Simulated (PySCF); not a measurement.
**Computed properties of tetramethylammonium (C4H12N), SMILES [N+](C)(C)(C)C, charge +1**

C4H12N, SMILES C[N+](C)(C)C, charge +1. The structure is a stationary point at B3LYP-D3(BJ)/def2-SVP. Other conformers were not sampled. All values are computed for the isolated molecule unless a solvent is named; none is compared with measurement here.

**Structure.** The optimised structure has Td symmetry. All 45 harmonic modes at B3LYP-D3(BJ)/def2-SVP (PySCF) are real, so it is a minimum. With heavy atoms numbered as in [CH3:1][N+:2]([CH3:3])([CH3:4])[CH3:5], the shortest bond between them is N2–C3 at 1.503 Å and the longest N2–C5 at 1.503 Å.

**Vibrations.** The strongest infrared lines (harmonic, unscaled, degenerate partners summed) lie at 1498 cm⁻¹ (173 km/mol, H 94 %), 950 cm⁻¹ (71 km/mol, C 39 %, H 34 %, N 27 %), 1430 cm⁻¹ (9 km/mol, H 87 %, C 12 %). The softest mode is at 181 cm⁻¹ and the zero-point energy is 102.3 kcal/mol.

**Electronic structure.** B3LYP/def2-TZVP (PySCF) places the frontier levels at -15.79 and -4.23 eV, a gap of 11.56 eV and a mean polarisability of 53.0 bohr³.

**Excitations.** TDA-CAM-B3LYP/def2-SVPD (PySCF) has S1 at 10.95 eV (113 nm, f = 0.000, dark); the most intense of the 10 singlets computed lies at 11.16 eV (f = 0.14). Strengths of degenerate partners are summed. T1 (TDA) is at 10.59 eV, 0.36 eV under S1. No vertical singlet excitation falls in the visible range (under 3.1 eV).

**NMR.** GIAO shifts at KT2/pcSseg-1 (PySCF) (non-relativistic, atoms alike by connectivity averaged): ¹³C at 60.5 ppm against TMS; ¹H at 3.4 ppm against TMS.
